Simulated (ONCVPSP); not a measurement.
# C: one change to an ONCV potential, before and after

| Property | Result |
| --- | --- |
| Element | carbon |
| Generator | ONCVPSP 4.0.1 |
| Type | optimised norm-conserving Vanderbilt (ONCV) |
| Functional | PBE |
| Relativity | scalar-relativistic |
| Frozen core | [He] |
| Valence charge | 4 |
| Reference configuration | 2s2 2p2 |
| Partial waves | 2s: rc 1.35 bohr, ncon 5, nbas 9, qcut 4.5 1/bohr, 3 projectors, debl 1 Ha; 2p: rc 2.95 bohr, ncon 3, nbas 6, qcut 4.8 1/bohr, 2 projectors, debl 3.4 Ha; d scattering state at 0.24 Ha: rc 3.25 bohr, ncon 3, nbas 6, qcut 2.5 1/bohr, 1 projector |
| Local potential | polynomial inside 1.05 bohr (lpopt 1, dvloc0 6 Ha) |
| Core correction | polynomial model core, fcfact 0.55 |

All-electron outer shells of the reference configuration (PBE, scalar-relativistic, ld1.x):

```tsv
shell	level (eV)	outermost node (bohr)	outermost maximum (bohr)
1s	-273.38	–	0.17
2s	-13.75	0.38	1.22
2p	-5.29	–	1.20
```

Change: all radii but the core radius scaled by about 1.34 (s 1.80, p 3.94, d 4.34 bohr); local potential polynomial inside 1.40 bohr (lpopt 1, dvloc0 6 Ha).

Cutoffs: the cutoffs (Ha) at which the residual kinetic energy of the hardest occupied pseudo-wave falls to 1 and 0.1 mHa per electron; they do not see the model core or the augmentation charge, which bear on the density cutoff. Errors are all-electron minus pseudo energies relative to the spin-unpolarised reference configuration.

Question: Predict the effect on cutoff, ghosts and configuration errors.

Answer: The potential gets softer (55 Ha and 114 Ha → 9.1 Ha and 51 Ha); the bound ghost in s disappears; the lowest positive-energy flag moves from d at 36.2 eV to none; the number of tests with a reliable result goes from 4 to 3; of the 3 tests that both files solve, the error grows in 3 and shrinks in 0 by more than 15 % and 0.3 meV (median size 1262.6 → 2644.9 meV). A larger radius leaves more room for a smooth pseudo-wave, so fewer plane waves are needed. More of the atom is replaced by a form fitted at one configuration, so other configurations suffer.

```csv
quantity,base,changed
"cutoff, loose",55 Ha,9.1 Ha
"cutoff, tight",114 Ha,51 Ha
loose cutoff by channel,"s 55 Ha, p 7.4 Ha","s 9.1 Ha, p 5.0 Ha"
bound ghosts,s,none
GHOST(+) flags under 300 eV,d at 36.2 eV,none
tests with a reliable result,4 of 4,3 of 4
"error for 2s2 2p1, meV [ΔE 10.86 eV]",+155,+313
"error for 2s2 2p0, meV [ΔE 35.02 eV]",+1263,+2645
"error for 2s1 2p0, meV [ΔE 83.21 eV]",+2343,+4789
"rms error of d²Exc/dni dnj with the model core, mHa",1.18,2.42
```

 A true bound ghost makes a file unfit for plane-wave use even where its test errors are small: the radial tests pick states by their node count and pass the ghost by.
